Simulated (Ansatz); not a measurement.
C₂H₆F₂Zr, SMILES `[CH3][Zr]([CH3])([F])[F]`, 11 atoms. Charge 0, multiplicity 1. Correlated methods include outer-core shells of Zr, which these sets cover unevenly. Zr takes the def2 core potential. All runs use 4 threads of an Arm Neoverse V2 on a shared host. Correlated methods freeze the cores.

(1) How many basis functions does each run have, and how long does it take in Ansatz? RKS ωB97M-V/def2-SVP energy; RKS PBE0-D4/def2-TZVP frequencies; RKS PBE0-D4/def2-SVP energy; RHF-CCSD(T)/def2-SVP energy; RKS PBE-QIDH (frozen core)/def2-TZVPP energy; RKS PBE0-D4/def2-TZVP relaxation (14 steps); direct RPA on PBE orbitals/def2-TZVPP energy; RKS PBE0-D4/def2-QZVPP energy; RKS ωB97M-V/def2-QZVPP energy; RHF-MP2/def2-QZVPP energy; RKS B97M-V/def2-TZVPP energy; RHF-CCSD(T)/def2-TZVPP energy. (Best estimate.)

Results:

(1) The calculation gave: Other jobs shared the machine, so times are rough.

```csv
level,job,functions,wall time,peak host memory (GiB)
RKS PBE0-D4/def2-SVP,energy,117,1.2 s,0.51
RKS ωB97M-V/def2-SVP,energy,117,6 s,0.51
RKS PBE-QIDH (frozen core)/def2-TZVPP,energy,264,6 s,0.7
RKS PBE0-D4/def2-QZVPP,energy,489,6.5 s,1.6
direct RPA on PBE orbitals/def2-TZVPP,energy,264,7 s,0.71
RKS B97M-V/def2-TZVPP,energy,264,11 s,0.45
RHF-CCSD(T)/def2-SVP,energy,117,14 s,0.8
RHF-MP2/def2-QZVPP,energy,489,18 s,2.9
RKS ωB97M-V/def2-QZVPP,energy,489,18 s,2
RKS PBE0-D4/def2-TZVP,relaxation (14 steps),200,44 s,0.5
RKS PBE0-D4/def2-TZVP,frequencies,200,2.1 min,0.51
RHF-CCSD(T)/def2-TZVPP,energy,264,5.3 min,7.7
```
